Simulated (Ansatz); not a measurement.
Basis-set extrapolation for C2H7NOSi, SMILES `NC1CO[SiH2]1` (PBE0-D4/def2-TZVP geometry, frozen core, the Gaussian-basis code of Ansatz). Multiplicity 1, RHF reference.

```
                      def2-TZVPP   def2-QZVPP
                 HF  -498.149549  -498.168832
    MP2 correlation    -0.905336    -0.970178
CCSD(T) correlation    -0.982140      not run
```

Energies in hartree. Use E(X) = E(∞) + A·exp(−7.88·√X) for Hartree–Fock and E(X) = E(∞) + B·X^(−2.97) for correlation, with X = 3 and 4, and add CCSD(T) minus MP2 of the smaller set to the MP2 limit.

Q: What is the CCSD(T) energy at the basis-set limit?

A: HF limit: -498.168832 + (-0.019283) × 0.13774 = -498.17149. MP2 limit: -0.970178 + (-0.064842) × 0.74074 = -1.01821. Higher-order term: -0.982140 − (-0.905336) = -0.07680. Total: -499.26650 hartree, 353.9 kJ/mol below CCSD(T)/def2-TZVPP.
